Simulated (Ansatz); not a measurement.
Molecule: CrO$_{3}$ (charge 0, singlet). 
Geometry from a B3LYP-D3(BJ)/def2-TZVP (Ansatz, a first-principles code) optimisation:
SMILES: [O]=[Cr](=[O])=[O]
```xyz
4

Cr    -0.0939     0.0805     0.1164
O     -0.9681    -1.1914    -0.2050
O      0.0022     1.1476    -1.0401
O      1.2477    -0.1977     0.8960
```
Charge 0, spin multiplicity 1.

Total electronic energies in hartree. Valence correlation only, unless marked. Spin-orbit coupling is left out. The frozen core is the preceding noble-gas configuration, with the filled d and f shells of earlier blocks. No relativistic terms. Basis-set limits of correlation are two-point, X^-3; Hartree-Fock from the larger set. The bracket is a focal-point correction in the basis named. The program attaches cautions to a run behind HF/6-31G: large difference. The program attaches cautions to a run behind MP2/6-31G: large difference. The program attaches cautions to a run behind SCS-MP2/6-31G: large difference. The program attaches cautions to a run behind SCS-MP2/def2-SVP: large difference. The program attaches cautions to a run behind CCSD(T)/STO-3G: large difference.

The Hartree-Fock reference is unstable (checked in the largest basis), which strains HF and MP2. The T1 diagnostic of CCSD in the largest basis is 0.051, which is high, so the coupled-cluster rows are less sure than usual.

```
level                                                                 program  energy (Eh)
-------------------------------------------------------------  --------------  -----------
HF/6-31G                                                               Ansatz  -1267.36784
HF/def2-SVPD                                                           Ansatz  -1267.22816
PBE/def2-TZVPD                                                         Ansatz  -1269.85501
BLYP-D3(BJ)/def2-TZVPD                                         Ansatz + dftd3  -1270.34329
B3LYP-D3(BJ)/def2-TZVPD                                        Ansatz + dftd3  -1270.25074
PBE0/STO-3G                                                            Ansatz  -1255.73706
BHLYP-D4/def2-TZVPD                                            Ansatz + dftd4  -1269.95951
r2SCANh-D4/def2-TZVPD                                          Ansatz + dftd4  -1270.07685
r2SCANh/def2-TZVPD                                                     Ansatz  -1270.07611
HSE06-D4/def2-TZVPD                                            Ansatz + dftd4  -1269.73977
HSE06/def2-TZVPD                                                       Ansatz  -1269.73731
CAM-B3LYP/def2-TZVPD                                                   Ansatz  -1270.17857
B2GP-PLYP-D3(BJ)/def2-TZVPD                                    Ansatz + dftd3  -1269.74626
B2PLYP/def2-TZVPD                                                      Ansatz  -1269.89711
PBE-QIDH/def2-TZVPD                                                    Ansatz  -1269.52018
MP2/6-31G                                                              Ansatz  -1268.31718
RI-MP2/def2-TZVPPD                                                     Ansatz  -1268.98657
RI-MP2/def2-QZVPPD                                                     Ansatz  -1269.07905
SCS-MP2/6-31G                                                          Ansatz  -1268.24178
SCS-MP2/def2-SVP                                                       Ansatz  -1268.24632
CCSD(T)/STO-3G                                                         Ansatz  -1254.34301
CCSD(T)/def2-TZVPPD                                                    Ansatz  -1268.87143
RI-MP2/CBS(def2-TZVPPD,def2-QZVPPD)+[CCSD(T)-MP2]/def2-TZVPPD          Ansatz   -1269.0097
```

Totals of different functionals don't rank their quality; only differences between species are comparable.
